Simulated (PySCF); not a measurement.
## Mg+: excitation energy

Mg+ [Ne] 3s1 (2S) → Mg+ [Ne] 3d1 (2D), as a difference of total energies. Calculation: PySCF 2.14, in aug-cc-pCVTZ-DK (8s7p5d3f, 75 functions); scalar relativity by spin-free X2C-1e. Correlated levels: nothing frozen. The calculations carry no spin-orbit coupling.

| method | excitation energy (cm⁻¹) | error (cm⁻¹) |
| --- | --- | --- |
| UHF | 69878 | -1613 |
| MP2 (all electrons) | 71234 | -257 |
| SCS-MP2 (all electrons) | 70942 | -549 |
| CCSD (all electrons) | 71240 | -251 |
| CCSD(T) (all electrons) | 71288 | -203 |

Reference: 71491 cm⁻¹ (measured; NIST levels, between the centres of gravity of the two terms).

Errors of the correlated levels include the incompleteness of this basis.
